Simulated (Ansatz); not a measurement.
Reaction (ligand exchange at the Si–F bond): `CS[SiH](N)F` + HCl → `CS[SiH](N)Cl` + H–F

Isolated molecules relaxed with PBE0-D4/def2-TZVP in Ansatz; ΔE leaves out vibrations. CCSD(T)/CBS adds triple-zeta CCSD(T) − MP2 to the extrapolated MP2 energy (def2 sets, frozen cores). This one scheme is used for every species. Functionals use def2-TZVPP. One conformer a species, not always the lowest.

Task: Is it downhill or uphill in electronic energy at CCSD(T)/CBS, and by how much? (Estimate.)

Result: Computed: Uphill: ΔE = +43.4 kJ/mol.

Task: What do these levels give: PBE-D4, ωB97X-V, ωB97M-V, B2PLYP, r2SCAN, HF/def2-TZVPP, MP2/def2-TZVPP, CCSD(T)/def2-TZVPP, MP2/def2-QZVPP, SCS-MP2/def2-QZVPP, HF/CBS(def2), MP2/CBS(def2)? (Estimate.)

Result: Ansatz gave: PBE-D4 38.8, ωB97X-V 48.4, ωB97M-V 46.9, B2PLYP 52.4, r2SCAN 49.4, HF/def2-TZVPP 61.7, MP2/def2-TZVPP 40.4, CCSD(T)/def2-TZVPP 47.8, MP2/def2-QZVPP 38.6, SCS-MP2/def2-QZVPP 45.7, HF/CBS(def2) 63.8, MP2/CBS(def2) 36.1 kJ/mol.

Largest T1 diagnostic among the species: 0.011.

In def2-TZVPP, CCSD(T) changes the Hartree–Fock value by −13.9 kJ/mol (the triples alone add −3.0 kJ/mol) and MP2 by −21.3 kJ/mol. The D4 term adds −9.0 kJ/mol with B3LYP and −5.0 kJ/mol with PBE0; it sums over pairs of atoms, weighted by their polarisabilities, and B3LYP, whose exchange is more repulsive, gets the larger term.

B3LYP here is the variant with VWN-RPA as its local correlation; programs differ in this.
